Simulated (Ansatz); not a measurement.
Stepwise reaction of `[SiH3]O[Si]O[SiH3]` with hydrogen, as a gas-phase model of exchange steps in deposition or etching. ΔE in kJ/mol; ΔG adds harmonic PBE0-D4 terms to CCSD(T)/CBS, at 1 bar.

Program: Ansatz. Geometries: PBE0-D4/def2-TZVP. ΔE: electronic, gas phase. CBS: MP2 limit from def2 TZ/QZ plus the TZ coupled-cluster correction, frozen cores. This one scheme is used for every species. Functionals use def2-TZVPP. B3LYP here is the variant with VWN-RPA as its local correlation; programs differ in this. One conformer a species, not always the lowest.

| step | reaction | PBE-D4 | B3LYP-D4 | ωB97M-V | CCSD(T)/CBS | ΔG(400 K) |
| --- | --- | --- | --- | --- | --- | --- |
| 1 | `[SiH3]O[Si]O[SiH3]` + H₂ → `[SiH]O[SiH3]` + `O[SiH3]` | 155.7 | 163.4 | 160.5 | 160.4 | 158.0 |

Question: Give the row of step 2, `[SiH]O[SiH3]` + H₂ → `[SiH2]` + `O[SiH3]`. (Best estimate.)

Answer: Ansatz gave: 
| step | reaction | PBE-D4 | B3LYP-D4 | ωB97M-V | CCSD(T)/CBS | ΔG(400 K) |
| --- | --- | --- | --- | --- | --- | --- |
| 2 | `[SiH]O[SiH3]` + H₂ → `[SiH2]` + `O[SiH3]` | 127.8 | 133.2 | 129.9 | 128.1 | 124.1 |

Question: By hand: ΔE of the 2 steps together at CCSD(T)/CBS.

Answer: (160.4) + (128.1) = 288.5 kJ/mol, or 144.2 kJ/mol a step.

In ΔE each step is lower than the one before. All are uphill at CCSD(T)/CBS. ΔG lies between 124.1 and 158.0 kJ/mol a step. PBE-D4 differs from CCSD(T)/CBS by -4.7 to -0.3 kJ/mol a step. Isolated molecules leave out the surface, adducts and barriers. Largest T1 diagnostic: 0.014.
